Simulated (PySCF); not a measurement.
C5H7FO, SMILES C=C[C@]1(F)CCO1.

Coordinates come from a PBE0-D3(BJ)/def2-SVP optimisation. The structure was generated by enumeration; whether it is a known compound was not checked. Other conformers were not sampled.

Level of theory: PBE0-D3(BJ)/def2-SVP (PySCF 2.14.0).

No scaling factor is applied to the harmonic values.

| mode | ν (cm⁻¹) | IR (km/mol) | moving atoms (share of kinetic energy) |
|---|---|---|---|
| 1 | 89 | 0.9 | C 46 %, H 39 % |
| 2 | 96 | 1.3 | C 54 %, H 32 %, O 8 % |
| 3 | 275 | 1.1 | C 36 %, F 36 %, H 27 % |
| 4 | 296 | 1.8 | H 40 %, C 29 %, O 19 %, F 12 % |
| 5 | 436 | 4.9 | H 34 %, C 29 %, F 27 %, O 10 % |
| 6 | 459 | 0.2 | C 63 %, H 19 %, O 12 % |
| 7 | 509 | 4.0 | F 35 %, O 31 %, C 22 %, H 12 % |
| 8 | 684 | 5.0 | H 45 %, C 40 %, O 10 % |
| 9 | 717 | 5.7 | C 46 %, H 30 %, F 21 % |
| 10 | 781 | 0.5 | H 83 %, C 12 % |
| 11 | 898 | 11.7 | C 44 %, O 30 %, H 25 % |
| 12 | 948 | 30.6 | H 51 %, C 28 %, F 18 % |
| 13 | 975 | 41.7 | H 73 %, C 27 % |
| 14 | 1003 | 4.5 | C 60 %, H 37 % |
| 15 | 1024 | 12.0 | H 86 %, C 13 % |
| 16 | 1029 | 15.0 | H 73 %, C 24 % |
| 17 | 1074 | 126.1 | O 48 %, C 44 % |
| 18 | 1128 | 104.2 | C 67 %, O 17 %, H 15 % |
| 19 | 1169 | 15.1 | H 71 %, C 22 % |
| 20 | 1180 | 20.6 | C 56 %, H 41 % |
| 21 | 1199 | 11.4 | H 77 %, C 22 % |
| 22 | 1264 | 57.1 | C 55 %, H 43 % |
| 23 | 1296 | 38.5 | H 52 %, C 44 % |
| 24 | 1318 | 34.2 | C 50 %, H 49 % |
| 25 | 1356 | 7.9 | H 63 %, C 32 % |
| 26 | 1427 | 38.7 | H 73 %, C 27 % |
| 27 | 1445 | 17.2 | H 86 %, C 14 % |
| 28 | 1513 | 1.2 | H 88 %, C 11 % |
| 29 | 1750 | 2.9 | C 90 %, H 10 % |
| 30 | 3066 | 61.4 | H 95 % |
| 31 | 3120 | 5.8 | H 94 % |
| 32 | 3127 | 23.6 | H 90 %, C 10 % |
| 33 | 3175 | 3.1 | H 95 % |
| 34 | 3197 | 1.4 | H 90 %, C 10 % |
| 35 | 3199 | 5.4 | H 91 %, C 9 % |
| 36 | 3283 | 0.9 | H 89 %, C 11 % |
